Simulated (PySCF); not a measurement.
# Computed records: AlB2H4N, AlBH2NO, B3H6Si, CH6B2O and others

All values are calculated (PySCF 2.14.0). Calculation on a computer-drawn molecule: the log of a Hartree-Fock and frozen-core CCSD(T) single point meant for a local Hartree-Fock minimum, with one planted fault or none, to be diagnosed. Offsets are logged minus clean, where the clean run is the same molecule without the fault. The reference is restricted for singlets and unrestricted otherwise, and also for a bond in bohr or an excited solution. Adding or removing an electron swaps singlet and doublet. The excited solution moves the top pair (singlet) or top alpha electron (doublet) to the lowest empty orbital. Highest occupied and lowest empty are orbital energies over both spins, largest force is the largest gradient component, triples share is (T) over the correlation energy, the T1 limit is 0.02 restricted and 0.045 unrestricted, electrons count all cores, a negative frequency is imaginary (commonest isotopes), and the dipole is about the centre of nuclear charge.

Common to all runs: logged SCF converged yes; possible faults no fault, one electron removed, one electron added, multiplicity raised by two, geometry at a saddle point, SCF held on an excited solution, minimal basis STO-3G, one bond length entered in bohr, all coordinates scaled.

(1) AlB2H4N

Logged structure:
```xyz
8
AlB2H4N
B     -2.5190     0.5156     0.0000
N     -1.4058    -0.0467     0.0000
Al     0.1895    -0.8363     0.0000
B      2.0071     0.3471     0.0000
H     -3.5660     1.0446     0.0000
H      0.1996    -2.4209     0.0000
H      3.1024    -0.1547     0.0000
H      1.9922     1.5512     0.0000
```

* meant charge: 0
* meant multiplicity: 1
* meant basis: cc-pV(D+d)Z
* logged electrons: 34
* logged basis functions: 85
* logged spin squared: 0
* logged highest occupied: -9.8168 eV
* logged lowest empty: 0.58179 eV
* logged largest force: 3.781e-05 hartree/bohr
* logged lowest frequency: -160.66 cm⁻¹
* logged T1 diagnostic: 0.014771
* logged D1 diagnostic: 0.03921
* logged triples share: 0.032031
* logged CC converged: yes
* logged dipole magnitude: 1.3342 debye
* logged SCF stable within its kind: yes
* logged energy HF: -348.0763 hartree
* logged energy CCSD(T): -348.50997 hartree
* planted fault: geometry at a saddle point
* HF energy offset from clean run: 2.101 kcal/mol
* CCSD(T) energy offset from clean run: 1.99 kcal/mol

Drawn bonds:
```csv
atom,other atom,order
1,2,2
2,3,1
3,4,1
1,5,1
3,6,1
4,7,1
4,8,1
```

(2) AlB2H4N

Logged structure:
```xyz
8
AlB2H4N
B      0.0299     2.2761    -2.6759
N      0.9355     1.6767    -2.0630
Al     2.2301     0.8203    -1.1906
B      3.8958     0.0134    -2.2781
H     -0.8214     2.8398    -3.2535
H      2.0973     0.6858     0.3834
H      3.9025    -1.1066    -2.7236
H      4.9015     0.6424    -2.4920
```

- meant charge: 0
- meant multiplicity: 1
- meant basis: cc-pV(D+d)Z
- logged electrons: 33
- logged basis functions: 85
- logged spin squared: 0.7827
- logged highest occupied: -15.95 eV
- logged lowest empty: -7.6085 eV
- logged largest force: 0.073611 hartree/bohr
- logged T1 diagnostic: 0.031256
- logged D1 diagnostic: 0.15809
- logged triples share: 0.035466
- logged CC converged: yes
- logged dipole magnitude: 3.7994 debye
- logged SCF stable within its kind: yes
- logged energy HF: -347.75952 hartree
- logged energy CCSD(T): -348.16767 hartree
- planted fault: one electron removed
- HF energy offset from clean run: 200.9 kcal/mol
- CCSD(T) energy offset from clean run: 216.8 kcal/mol

Drawn bonds:
```csv
atom,other atom,order
1,2,2
2,3,1
3,4,1
1,5,1
3,6,1
4,7,1
4,8,1
```

(3) AlBH2NO

Logged structure:
```xyz
6
AlBH2NO
B     -2.8773     1.0727    -2.3413
N     -2.3432     0.1661    -1.6918
Al    -1.5351    -1.2039    -0.7459
O     -0.8932    -2.5557    -1.3596
H     -3.3858     1.9363    -2.9553
H     -1.5964    -0.7852     0.8159
```

* meant charge: -1
* meant multiplicity: 1
* meant basis: aug-cc-pV(D+d)Z
* logged electrons: 36
* logged basis functions: 119
* logged spin squared: 0
* logged highest occupied: 0.61142 eV
* logged lowest empty: -5.2914 eV
* logged largest force: 0.16877 hartree/bohr
* logged CC converged: no
* logged dipole magnitude: 2.5222 debye
* logged SCF stable within its kind: no
* logged energy HF: -396.65193 hartree
* planted fault: SCF held on an excited solution
* HF energy offset from clean run: 331 kcal/mol

Drawn bonds:
```csv
atom,other atom,order
1,2,2
2,3,1
3,4,1
1,5,1
3,6,1
```

Notes: CCSD not converged; highest electron not bound in this basis.

(4) B3H6Si

Logged structure:
```xyz
10
B3H6Si
B     -1.3438     0.3264    -0.1607
B      0.2806    -0.0589    -0.2350
B      1.5192     1.0625    -0.2117
Si     0.7776    -1.9977    -0.2852
H     -1.9394     0.3647     0.8832
H     -1.9641     0.5699    -1.1620
H      2.0567     1.3928     0.8119
H      1.9118     1.5661    -1.2311
H     -0.2292    -2.9846    -0.7379
H      2.1179    -2.3820    -0.7835
```

* meant charge: 0
* meant multiplicity: 2
* meant basis: cc-pV(D+d)Z
* logged electrons: 35
* logged basis functions: 95
* logged spin squared: 0.7657
* logged highest occupied: -8.6292 eV
* logged lowest empty: 0.58564 eV
* logged largest force: 4.07e-05 hartree/bohr
* logged lowest frequency: 145.91 cm⁻¹
* logged T1 diagnostic: 0.019751
* logged D1 diagnostic: 0.073644
* logged triples share: 0.029452
* logged CC converged: yes
* logged dipole magnitude: 0.11966 debye
* logged SCF stable within its kind: yes
* logged energy HF: -366.37927 hartree
* logged energy CCSD(T): -366.78371 hartree
* planted fault: no fault
* HF energy offset from clean run: 0 kcal/mol
* CCSD(T) energy offset from clean run: 0 kcal/mol

Drawn bonds:
```csv
atom,other atom,order
1,2,1
2,3,1
2,4,1
1,5,1
1,6,1
3,7,1
3,8,1
4,9,1
4,10,1
```

(5) B3H6Si

Logged structure:
```xyz
10
B3H6Si
B     -1.3049     0.3169    -0.1560
B      0.2724    -0.0572    -0.2281
B      1.4752     1.0317    -0.2056
Si     0.7550    -1.9397    -0.2770
H     -1.8832     0.3542     0.8575
H     -1.9072     0.5534    -1.1283
H      1.9970     1.3524     0.7884
H      1.8564     1.5207    -1.1954
H     -0.2226    -2.8980    -0.7165
H      2.0564    -2.3130    -0.7608
```

- meant charge: 0
- meant multiplicity: 2
- meant basis: cc-pV(D+d)Z
- logged electrons: 35
- logged basis functions: 95
- logged spin squared: 0.7648
- logged highest occupied: -8.6435 eV
- logged lowest empty: 0.60607 eV
- logged largest force: 0.016289 hartree/bohr
- logged T1 diagnostic: 0.019591
- logged D1 diagnostic: 0.070196
- logged triples share: 0.029127
- logged CC converged: yes
- logged dipole magnitude: 0.22196 debye
- logged SCF stable within its kind: yes
- logged energy HF: -366.37277 hartree
- logged energy CCSD(T): -366.77659 hartree
- planted fault: all coordinates scaled, by -2.9 %
- HF energy offset from clean run: 4.079 kcal/mol
- CCSD(T) energy offset from clean run: 4.47 kcal/mol

Drawn bonds:
```csv
atom,other atom,order
1,2,1
2,3,1
2,4,1
1,5,1
1,6,1
3,7,1
3,8,1
4,9,1
4,10,1
```

(6) B3H6Si

Structure as in entry 4.

* meant charge: 0
* meant multiplicity: 2
* meant basis: cc-pV(D+d)Z
* logged electrons: 35
* logged basis functions: 95
* logged spin squared: 0.8149
* logged highest occupied: -4.3608 eV
* logged lowest empty: -2.148 eV
* logged largest force: 0.048799 hartree/bohr
* logged dipole magnitude: 7.4812 debye
* logged SCF stable within its kind: no
* logged energy HF: -366.23029 hartree
* planted fault: SCF held on an excited solution
* HF energy offset from clean run: 93.49 kcal/mol

Drawn bonds:
```csv
atom,other atom,order
1,2,1
2,3,1
2,4,1
1,5,1
1,6,1
3,7,1
3,8,1
4,9,1
4,10,1
```

Notes: coupled-cluster numbers left out as unreliable.

(7) CH6B2O

Logged structure:
```xyz
10
CH6B2O
B     -1.4539    -0.0116     0.4060
B      0.0101    -0.9019     0.3541
C      0.9610    -1.0339     1.6228
O      0.3312    -1.4884    -0.8328
H     -2.5002    -0.5239     0.7119
H     -1.4951     1.1668     0.1605
H      1.8176    -1.6999     1.4690
H      0.4058    -1.3963     2.4948
H      1.3522    -0.0472     1.8985
H      1.1452    -1.9704    -0.8166
```

* meant charge: 0
* meant multiplicity: 1
* meant basis: cc-pVDZ
* logged electrons: 31
* logged basis functions: 86
* logged spin squared: 0.7605
* logged highest occupied: 0.4687 eV
* logged lowest empty: 8.9226 eV
* logged largest force: 0.035715 hartree/bohr
* logged T1 diagnostic: 0.013337
* logged D1 diagnostic: 0.04685
* logged triples share: 0.026037
* logged CC converged: yes
* logged dipole magnitude: 8.5488 debye
* logged SCF stable within its kind: yes
* logged energy HF: -165.57331 hartree
* logged energy CCSD(T): -166.15057 hartree
* planted fault: one electron added
* HF energy offset from clean run: 33.11 kcal/mol
* CCSD(T) energy offset from clean run: 19.74 kcal/mol

Drawn bonds:
```csv
atom,other atom,order
1,2,1
2,3,1
2,4,1
1,5,1
1,6,1
3,7,1
3,8,1
3,9,1
4,10,1
```

Notes: highest electron not bound in this basis.

(8) CH6B2O

Structure as in entry 7.

- meant charge: 0
- meant multiplicity: 1
- meant basis: cc-pVDZ
- logged electrons: 30
- logged basis functions: 86
- logged spin squared: 0
- logged highest occupied: -10.904 eV
- logged lowest empty: 2.2823 eV
- logged largest force: 3.381e-05 hartree/bohr
- logged lowest frequency: 48.965 cm⁻¹
- logged T1 diagnostic: 0.012664
- logged D1 diagnostic: 0.047968
- logged triples share: 0.024805
- logged CC converged: yes
- logged dipole magnitude: 1.8146 debye
- logged SCF stable within its kind: yes
- logged energy HF: -165.62608 hartree
- logged energy CCSD(T): -166.18204 hartree
- planted fault: no fault
- HF energy offset from clean run: 0 kcal/mol
- CCSD(T) energy offset from clean run: 0 kcal/mol

Drawn bonds:
```csv
atom,other atom,order
1,2,1
2,3,1
2,4,1
1,5,1
1,6,1
3,7,1
3,8,1
3,9,1
4,10,1
```

(9) B2H7NSi

Logged structure:
```xyz
11
B2H7NSi
B     -0.4539    -0.6389     0.7428
B     -0.3240     0.1028    -0.5998
N      0.5247    -0.1815    -1.4918
Si    -1.4872     1.5185    -0.9542
H     -1.1297    -1.4851     0.8705
H      0.0746    -0.3075     1.6371
H      0.5923     0.2614    -2.2775
H      1.1302    -0.8495    -1.4152
H     -1.2279     2.0626    -2.1609
H     -1.3785     2.4958    -0.0351
H     -2.7723     1.1178    -0.9563
```

- meant charge: 0
- meant multiplicity: 1
- meant basis: cc-pV(D+d)Z
- logged electrons: 38
- logged basis functions: 100
- logged spin squared: 0
- logged highest occupied: -10.042 eV
- logged lowest empty: 2.2772 eV
- logged largest force: 0.11309 hartree/bohr
- logged T1 diagnostic: 0.013256
- logged D1 diagnostic: 0.039983
- logged triples share: 0.025139
- logged CC converged: yes
- logged dipole magnitude: 2.546 debye
- logged SCF stable within its kind: yes
- logged energy HF: -396.72746 hartree
- logged energy CCSD(T): -397.23456 hartree
- planted fault: all coordinates scaled, by -9.5 %
- HF energy offset from clean run: 66.51 kcal/mol
- CCSD(T) energy offset from clean run: 71.79 kcal/mol

Drawn bonds:
```csv
atom,other atom,order
1,2,1
2,3,1
2,4,1
1,5,1
1,6,1
3,7,1
3,8,1
4,9,1
4,10,1
4,11,1
```

(10) B2FH3O

Logged structure:
```xyz
7
B2FH3O
B     -0.8607    -0.3753    -0.5482
B      0.7380    -0.6088     0.0270
O      1.1191    -1.2792     1.1311
F      1.7400    -0.0742    -0.6834
H     -1.3750    -1.1488    -1.3097
H     -1.5176     0.5730    -0.2139
H      0.4135    -1.6563     1.6322
```

* meant charge: 0
* meant multiplicity: 1
* meant basis: cc-pVDZ
* logged electrons: 29
* logged basis functions: 71
* logged spin squared: 0.7619
* logged highest occupied: -21.014 eV
* logged lowest empty: -9.6823 eV
* logged largest force: 0.1611 hartree/bohr
* logged T1 diagnostic: 0.024873
* logged D1 diagnostic: 0.12668
* logged triples share: 0.026426
* logged CC converged: yes
* logged dipole magnitude: 6.4924 debye
* logged SCF stable within its kind: yes
* logged energy HF: -225.10715 hartree
* logged energy CCSD(T): -225.67235 hartree
* planted fault: one electron removed
* HF energy offset from clean run: 251.8 kcal/mol
* CCSD(T) energy offset from clean run: 256.6 kcal/mol

Drawn bonds:
```csv
atom,other atom,order
1,2,1
2,3,1
2,4,1
1,5,1
1,6,1
3,7,1
```
